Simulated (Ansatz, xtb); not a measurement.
# Isomers of C4H5N3Se in order of energy

8 gas-phase structures of C4H5N3Se, from a drawn sample of its isomers (lower ones may exist). Each was relaxed with GFN2-xTB; where two conformers were screened, the lower at r2SCAN-D4/def2-SVP is listed:

A. `C=C[Se]c1ncn[nH]1`, a singlet
B. `[H]/N=C/c1n[se]nc1C`, a singlet
C. `C=NNc1cn[se]c1`, a singlet
D. `[H]/N=C\c1n[se]nc1C`, a singlet
E. `C/C=N\c1nc[se]n1`, a singlet
F. `C/N=C/c1cnn[se]1`, a singlet
G. `C[Se]c1nccnn1`, a singlet
H. `[H]/N=C\Cc1cn[se]n1`, a singlet

Question: Make a reasoned guess at their ranking by r2SCAN-D4/def2-SVP single-point energy.

Answer: Calculated order at r2SCAN-D4/def2-SVP: B (0.0), E (3.5), D (8.0), A (22.5), H (41.6), G (43.4), F (81.7), C (95.8) kJ/mol. Less than 1 kcal/mol parts B and E; H and G, so the order within those pairs means little.

Energies above the lowest of each column, in kJ/mol; the last columns are at B3LYP-D3(BJ)/def2-SVP geometries and were run for some of them only (a dash: not run or not comparable):

```json
{"structure": "B", "GFN2-xTB": "25.8", "HF/STO-3G": "34.1", "r2SCAN-D4/def2-SVP": "0.0", "B3LYP-D3(BJ)/def2-SVP": "0.0", "CCSD(T)/def2-SVP + ΔMP2/def2-TZVPP": "0.0"}
{"structure": "E", "GFN2-xTB": "0.0", "HF/STO-3G": "39.0", "r2SCAN-D4/def2-SVP": "3.5", "B3LYP-D3(BJ)/def2-SVP": "4.1", "CCSD(T)/def2-SVP + ΔMP2/def2-TZVPP": "17.1"}
{"structure": "D", "GFN2-xTB": "27.2", "HF/STO-3G": "25.4", "r2SCAN-D4/def2-SVP": "8.0", "B3LYP-D3(BJ)/def2-SVP": "–", "CCSD(T)/def2-SVP + ΔMP2/def2-TZVPP": "–"}
{"structure": "A", "GFN2-xTB": "60.1", "HF/STO-3G": "23.1", "r2SCAN-D4/def2-SVP": "22.5", "B3LYP-D3(BJ)/def2-SVP": "28.5", "CCSD(T)/def2-SVP + ΔMP2/def2-TZVPP": "49.1"}
{"structure": "H", "GFN2-xTB": "51.2", "HF/STO-3G": "59.4", "r2SCAN-D4/def2-SVP": "41.6", "B3LYP-D3(BJ)/def2-SVP": "37.4", "CCSD(T)/def2-SVP + ΔMP2/def2-TZVPP": "28.2"}
{"structure": "G", "GFN2-xTB": "64.0", "HF/STO-3G": "0.0", "r2SCAN-D4/def2-SVP": "43.4", "B3LYP-D3(BJ)/def2-SVP": "41.0", "CCSD(T)/def2-SVP + ΔMP2/def2-TZVPP": "71.1"}
{"structure": "F", "GFN2-xTB": "88.4", "HF/STO-3G": "92.5", "r2SCAN-D4/def2-SVP": "81.7", "B3LYP-D3(BJ)/def2-SVP": "81.9", "CCSD(T)/def2-SVP + ΔMP2/def2-TZVPP": "–"}
{"structure": "C", "GFN2-xTB": "97.2", "HF/STO-3G": "141.2", "r2SCAN-D4/def2-SVP": "95.8", "B3LYP-D3(BJ)/def2-SVP": "–", "CCSD(T)/def2-SVP + ΔMP2/def2-TZVPP": "–"}
```

CCSD(T)/def2-SVP + ΔMP2/def2-TZVPP puts B lowest of those it was run on; GFN2-xTB picks E, HF/STO-3G picks G. CCSD(T)/def2-SVP + ΔMP2/def2-TZVPP orders those it was run on as B (0.0), E (17.1), H (28.2), A (49.1), G (71.1) kJ/mol. Flexible structures stand in one conformer each, not always the lowest. Frequencies (GFN2-xTB) were run for A, B, E, G, H alone. The ΔMP2 step shifts differences by up to 18.1 kJ/mol, which makes them less sure. ΔMP2 is the change of the MP2 energy from the smaller to the larger basis.

Over these structures GFN2-xTB departs from r2SCAN-D4/def2-SVP by 11.1 kJ/mol on average once a common shift is removed. A GFN2-xTB relaxation took about 0.15 s and the r2SCAN-D4/def2-SVP energy about 2.5 s on a shared host (Ansatz 0.2.0, xtb 6.7.1).
